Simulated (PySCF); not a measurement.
# Two-component Hartree-Fock for As (arsenic, neutral)

Start: [Ar] 3d10 4s2 4p3; 4p1/2 filled at m_j = -1/2, +1/2; 4p3/2 filled at m_j = +3/2. Calculated with PySCF 2.14 in x2c-SVPall-2c with one added diffuse shell each of s, p, d type (6s7p4d, 47 functions): generalised Hartree-Fock with the X2C-1e Hamiltonian and a Gaussian nucleus; one run each with spin-orbit coupling (SO) switched off, then screened by Boettger's factors.

| spinor shell | electrons | ε, spin-free (eV) | ε, screened SO (eV) | weight of nominal j (screened SO) | rms radius, screened SO (bohr) |
| --- | --- | --- | --- | --- | --- |
| 1s1/2 | 2 | -11940.1 | -11939.9 | 1.000 | 0.0525 |
| 2s1/2 | 2 | -1571.3 | -1571.3 | 1.000 | 0.219 |
| 2p1/2 | 2 | -1373.4 | -1398.5 | 1.000 | 0.194 |
| 2p3/2 | 4 | -1373.4 | -1361.2 | 1.000 | 0.197 |
| 3s1/2 | 2 | -225.16 | -225.15 | 1.000 | 0.640 |
| 3p1/2 | 2 | -161.51 | -165.19 | 0.998 | 0.660 |
| 3p3/2 | 4 | -161.51 | -159.70 | 0.999 | 0.671 |
| 3d3/2 | 4 | -56.356 | -56.841 | 0.978 | 0.750 |
| 4s1/2 | 2 | -19.140 | -19.136 | 1.000 | 2.15 |
| 4p1/2 | 2 | -10.065 | -10.124 | 0.538 | 2.71 |
| 4p3/2 | 1 | -10.065 | -9.944 | 1.000 | 2.73 |

Task: Where does 3d5/2 lie, and what is the 3d spin-orbit splitting (screened SO)?

Result: At -56.019 eV, 0.822 eV above 3d3/2.

| quantity | spin-free | screened SO |
| --- | --- | --- |
| E (hartree) | -2258.61761 | -2258.69478 |
| M_J | 3/2 | 3/2 |
| ⟨J²⟩ | 3.751 | 3.751 |
| ⟨L²⟩ | 0.000 | 0.009 |
| ⟨S²⟩ | 3.751 | 3.743 |

Each row is a mean over spinors that exchange with the open shell spreads, by up to 6.994 eV (4s1/2).

Rows whose weight is well below 1 are mixtures of j = l ± 1/2: exchange outweighs spin-orbit coupling there, and the label is only the starting occupation.

Without spin-orbit coupling the j labels of p, d and f shells carry no meaning; the spin-free column gives the mean over the occupied spinors of each nl shell.
